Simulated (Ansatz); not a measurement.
Zn₅O₅H₁₈, relaxed as a singlet with RKS PBE-D4/def2-SVP in Ansatz, starting from a model built from a lattice or polyhedron. Force threshold 0.03 eV/Å.

In the singlet geometry the species has come apart into loosely held pieces.

Start:

```tsv
atom	x (Å)	y (Å)	z (Å)
Zn1	-2.3120	-0.9162	-0.0179
Zn2	-0.2419	-3.3695	-0.5412
Zn3	-1.2396	2.1446	0.1149
Zn4	1.9288	2.7863	-0.3026
Zn5	0.8535	-0.2913	-0.4071
O6	-0.7903	0.2623	0.5483
O7	1.2792	-2.1836	0.0252
O8	-1.8927	-2.8190	0.4128
O9	2.3448	0.8825	0.1829
O10	0.2753	3.3195	0.6753
H11	-3.5680	-0.4623	0.7403
H12	-2.5292	-0.7572	-1.5507
H13	0.0999	-4.8007	-0.1856
H14	-0.4446	-3.1982	-2.0424
H15	-2.5088	2.5836	0.8795
H16	-1.4504	2.2926	-1.3966
H17	3.1042	3.6831	0.1180
H18	1.7075	2.9040	-1.8094
H19	0.6215	-0.1198	-1.9387
H20	-0.6521	0.1819	1.5322
H21	1.4430	-2.2761	0.9839
H22	2.0960	-2.4610	-0.4511
H23	-1.7113	-2.9103	1.3959
H24	-2.6161	-3.3955	0.1432
H25	2.5009	0.7824	1.1016
H26	3.2044	0.6236	-0.3348
H27	0.4141	3.2429	1.6406
H28	0.0837	4.2714	0.4835
```

Estimate the energy that the relaxation releases and the steps that it takes.

924.4 kJ/mol, in 63 steps; 6.6 min on 2 threads of AMD EPYC 7R13 on a shared host and a share (18 GiB) of an NVIDIA H100 80GB HBM3. The force fell under the threshold at step 58, but the optimiser went on. No frequencies were taken in this run, so the end may be a saddle point.

Does the start keep its bonding and symmetry?

Bonds lost: Zn2–O8, Zn3–O10, Zn4–O9, Zn5–O7, Zn5–O9 (atoms count from 1). Bonds formed: Zn3–O9, Zn5–H12, Zn5–H16 (atoms count from 1). Metal–metal contacts that move far: Zn3–Zn5 3.25 to 2.62 Å, Zn1–Zn5 3.25 to 2.66 Å. The end holds 3 separate pieces.

Predict the relaxed structure.


```
atom   x (Å)   y (Å)   z (Å)
 Zn1  -3.164  -1.193   0.055
 Zn2   0.956  -3.904   0.614
 Zn3  -0.685   1.525   0.120
 Zn4   3.153   3.898   0.121
 Zn5  -1.363  -0.271  -1.668
  O6  -1.373  -0.315   0.555
  O7   0.932  -1.875   0.014
  O8  -2.329  -3.098   0.303
  O9   1.334   0.817  -0.284
 O10   1.320   4.217   1.049
 H11  -4.565  -1.081   0.735
 H12  -2.915  -0.842  -1.711
 H13   2.087  -4.145   1.656
 H14  -0.288  -4.332  -0.308
 H15  -0.641   2.756   1.116
 H16  -1.249   1.469  -1.516
 H17   3.183   2.301  -0.047
 H18   3.822   5.291  -0.074
 H19   0.004  -0.989  -2.155
 H20  -0.679  -0.969   0.795
 H21   1.464  -1.067   0.215
 H22   0.510  -1.638  -0.876
 H23  -2.919  -3.810   0.609
 H24  -1.466  -3.554   0.028
 H25   2.095   1.504  -0.172
 H26   1.304   0.615  -1.246
 H27   0.536   3.575   1.040
 H28   0.937   5.113   1.033
```
Bond lengths (bridged metal pairs left out): 7 × O–Zn 2.01 to 2.22 Å; 11 × H–Zn 1.56 to 1.82 Å; 9 × H–O 0.97 to 1.03 Å.
